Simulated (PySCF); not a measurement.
Species: C₇H₁₄N₂.
Structure used (GFN2-xTB), in Å, numbered top down from 1:
```xyz
23
C7H14N2 angstrom
C     -4.454    0.968   -0.302
C     -3.470    0.215    0.187
C     -2.315   -0.174   -0.571
N     -1.396   -0.877   -0.031
N     -0.359   -1.304   -0.739
C      0.814   -1.706   -0.007
C      1.656   -0.531    0.508
C      2.245    0.319   -0.616
C      3.165    1.405   -0.070
H     -4.437    1.327   -1.318
H     -5.305    1.250    0.292
H     -3.494   -0.141    1.207
H     -2.253    0.150   -1.619
H     -0.204   -0.893   -1.662
H      0.466   -2.299    0.842
H      1.417   -2.342   -0.663
H      2.466   -0.930    1.122
H      1.025    0.094    1.145
H      1.438    0.790   -1.182
H      2.806   -0.323   -1.300
H      3.997    0.963    0.474
H      3.567    2.010   -0.880
H      2.620    2.057    0.609
```

Mayer bond orders were computed from the PBE0/pcSseg-1 density (PySCF). Isolated species at its GFN2-xTB geometry (one conformer only).

Problem. Rank these bonds by Mayer order, highest first.
A. C3–N4
B. C7–C8
C. N4–N5
D. N5–C6
E. C1–C2

Solution. E (1.86), A (1.66), C (1.10), B (1.01), D (0.95).

Problem. Set the orders of all bonds between heavy atoms beside their lengths and the difference of the IAO charges at their ends.

Solution. 
```csv
bond,Mayer order,length (Å),q(first) − q(second) (e)
C1–C2,1.864,1.331,-0.200
C3–N4,1.664,1.277,+0.097
C2–C3,1.116,1.436,-0.071
N4–N5,1.102,1.326,+0.062
C8–C9,1.071,1.524,+0.164
C6–C7,1.038,1.535,+0.122
C7–C8,1.014,1.527,-0.019
N5–C6,0.951,1.440,-0.078
```

The Mayer order sums products of elements of PS (density times overlap matrix) between the two atoms' basis functions, so it depends on the basis set.

The run behind these numbers computed NMR shieldings as well. Time: 40 s of wall time; peak memory 1.0 GiB. Hardware: an Arm Neoverse V2 with one thread, shared host.
